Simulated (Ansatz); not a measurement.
ClGeH4N, SMILES `[NH2][GeH2][Cl]`, relaxed with RKS PBE-D4/def2-SVP in the Gaussian-basis code of Ansatz from a rough embedded geometry. The force threshold is 0.03 eV/Å; the program also tests the step.

The species carries charge 0 and has multiplicity 1.

Start:

```xyz
7

N     1.067   -0.370    0.392
Ge   -0.630    0.041   -0.074
Cl   -1.380    1.455    1.371
H     1.422   -1.035   -0.412
H     1.692    0.470    0.320
H    -1.515   -1.243   -0.089
H    -0.657    0.683   -1.509
```

**Question.** By how much does the energy fall, and how many steps does the optimiser take? (An estimate is asked.)

**Answer.** The calculation gave: 33.38 kJ/mol, in 16 steps, 2 of them rejected.

**Question.** Which bonds change most? (An estimate is asked.)

**Answer.** Computed: N1–H4 from 1.102 to 1.027 Å; Ge2–Cl3 from 2.156 to 2.205 Å; N1–Ge2 from 1.807 to 1.836 Å; Ge2–H7 from 1.573 to 1.545 Å.

**Question.** Give the relaxed structure. (Estimate.)

**Answer.** Ansatz gave: 
```xyz
7

N     1.135   -0.402   -0.134
Ge   -0.637    0.069   -0.228
Cl   -1.350    1.184    1.535
H     1.356   -1.029    0.648
H     1.775    0.400   -0.089
H    -1.469   -1.231   -0.291
H    -0.811    1.009   -1.442
```
